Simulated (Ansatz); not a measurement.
```yaml
atoms:
  - { symbol: Sc, position_ang: [-0.0411, 0.0284, 0.0023] }
  - { symbol: F, position_ang: [1.7847, 0.0285, -0.0169] }
  - { symbol: F, position_ang: [-0.9022, 1.6266, -0.0077] }
  - { symbol: F, position_ang: [-0.9060, -1.5912, -0.0480] }
```

Basis set: STO-3G (spherical functions). Left uncorrelated: 8 orbitals. Charge 0, multiplicity 1.

Computed with Ansatz (development build ahead of 0.2.0); each method stands on the lowest determinant of its kind that the runs found. Restricted open shells among the atoms or ions are ROHF, correlated in semicanonical orbitals with singles.

**Question.** Give the atomization energy at this shape (free ground-state atoms in the same class of orbitals less the molecule, no zero-point energy) of singlet ScF3 by RHF-MP2, RHF.

**Answer.**

```
 method  atomization energy
RHF-MP2            19.50 eV
    RHF            16.62 eV
```

This basis has no polarisation functions and is too small for such energies, which can lie far from measured ones in either direction.
